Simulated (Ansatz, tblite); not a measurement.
Cost and result up the ladder for the cluster CdI2 (the lowest singlet isomer of a short search) (3 atoms). Total charge 0; singlet. Geometry: r2SCAN-D4/def2-TZVP.

```xyz
3

Cd   -0.005    0.007    0.003
I    -1.408   -1.632    1.430
I     1.413    1.625   -1.432
```

Ansatz on 4 threads of Intel Xeon on a shared host; xTB runs through tblite on one thread. Times are rough, summed over both states, and most runs start from the orbitals of an earlier one. B2PLYP/def2-TZVP serves as the yardstick here, not as an exact answer. The other state is a quintet at its own geometry.

In the def2 sets Cd, I take a core potential; there is no spin–orbit coupling. The xTB rows come from tblite. B3LYP takes the VWN-RPA correlation. Correlated methods freeze 8 core orbitals; core or outer-core shells of Cd, I are correlated, in sets that lack core-valence functions. At PBE0-D4/def2-TZVP a singlet of charge 0 lies 7.59 eV below the quintet, each at its own geometry. The structure comes from a short search, and lower isomers may exist.

Run but left out: GFN2-xTB (tight binding far off the other levels).

Correlated methods converge slowly with the basis.

xTB has no spin-polarisation term.

```csv
level,functions,quintet − singlet (eV),difference from B2PLYP/def2-TZVP (eV)
B2PLYP/def2-TZVP,140,7.66,0.00
RPA@PBE/def2-TZVP,140,7.29,-0.37
r2SCAN-D4/def2-TZVP,140,7.57,-0.08
PBE0-D4/def2-TZVP,140,7.59,-0.06
MP2/def2-TZVP,140,7.88,0.22
HF/def2-TZVP,140,5.99,-1.67
B3LYP-D4/def2-TZVP,140,7.52,-0.14
GFN1-xTB,22,11.03,3.37
PBE-D4/def2-TZVP (with forces),140,7.62,-0.04
```

Problem. Estimate how long each takes.

Solution. GFN1-xTB 0.004 s; PBE-D4/def2-TZVP (with forces) 4.3 s; HF/def2-TZVP 4.3 s; MP2/def2-TZVP 4.9 s; B3LYP-D4/def2-TZVP 6.8 s; PBE0-D4/def2-TZVP 6.8 s; RPA@PBE/def2-TZVP 7.2 s; r2SCAN-D4/def2-TZVP 8.9 s; B2PLYP/def2-TZVP 10 s. On shared hardware such times vary by a factor of up to 3.
